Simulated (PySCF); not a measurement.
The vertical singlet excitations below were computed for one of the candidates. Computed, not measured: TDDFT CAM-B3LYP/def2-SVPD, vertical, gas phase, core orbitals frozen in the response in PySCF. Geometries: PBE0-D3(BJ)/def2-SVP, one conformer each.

| state | E (eV) | f | main configurations (H = HOMO, L = LUMO) |
| --- | --- | --- | --- |
| S1 | 5.03 | 0.0007 | H→L+1 (63%), H-1→L (34%) |
| S2 | 5.13 | 0.436 | H→L (90%) |
| S3 | 5.60 | 0.0000 | H-2→L (88%) |
| S4 | 6.24 | 0.0000 | H→L+6 (64%), H-3→L+6 (17%), H→L+5 (11%) |
| S5 | 6.40 | 0.277 | H-1→L (62%), H→L+1 (35%) |
| S6 | 6.46 | 0.0013 | H→L+2 (80%) |

Task: Which candidate is it?
A. `C#CC1=CC=C(Cl)C=C1`
B. `CC[C@@H]1CCC(=O)C1`
C. `C=CC/C=C\OCC`

Result: A. Its S1 lies at 5.03 eV; the nearest of the others has S1 at 4.32 eV. S1 is HOMO→LUMO+1 (63%), HOMO-1→LUMO (34%). Löwdin shares by element: HOMO carbon 46% or more, chlorine 14% (atoms not listed hold the other 40%); LUMO carbon 55% or more (atoms not listed hold the other 45%). At the same level the other candidates give, for their lowest levels:
- `CC[C@@H]1CCC(=O)C1`: 4.32 eV (f 0.000); 6.96 eV (f 0.024); 7.73 eV (f 0.002); 7.88 eV (f 0.022); 7.92 eV (f 0.004); HOMO -8.51, LUMO 0.61 eV
- `C=CC/C=C\OCC`: 6.15 eV (f 0.142); 6.21 eV (f 0.375); 6.76 eV (f 0.005); 6.99 eV (f 0.197); 7.04 eV (f 0.024); T1 4.04 eV; HOMO -7.61, LUMO 1.29 eV
Triplets come from the Tamm–Dancoff approximation.
